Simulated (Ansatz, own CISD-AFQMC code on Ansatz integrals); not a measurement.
H5B2N, SMILES `BNB` (charge 0, multiplicity 1).

Cartesian coordinates (Å):
SMILES: BNB
```xyz
8

B      1.2563     0.1888     0.0041
N     -0.0246    -0.2472     0.4243
B     -1.2408    -0.0337    -0.2703
H      1.3452     0.7914    -1.0227
H      2.2121    -0.0544     0.6816
H     -0.0751    -0.7554     1.2966
H     -1.2104     0.5637    -1.3034
H     -2.2626    -0.4532     0.1899
```
Charge 0, spin multiplicity 1.

Frozen-core correlation energies in cc-pVDZ at a geometry from PBE0-D3(BJ)/def2-TZVP, on an HF energy of -106.78969 Ha (<S^2> = 0.00). Wave-function levels are from Ansatz, the walk from an own CISD-AFQMC code on Ansatz integrals (time step 0.005/Ha, trial state from CCSD amplitudes, largest double 0.05).

```csv
level,correlation energy (mHa)
MP2,-338.9
CCSD,-378.5
CCSD(T),-388.6
```

What correlation energy does phaseless AFQMC give, and where does it lie among these levels?

-390.0 ± 0.4 mHa (one standard error). AFQMC minus each level: MP2 -51.2 mHa, CCSD -11.6 mHa, CCSD(T) -1.5 mHa.
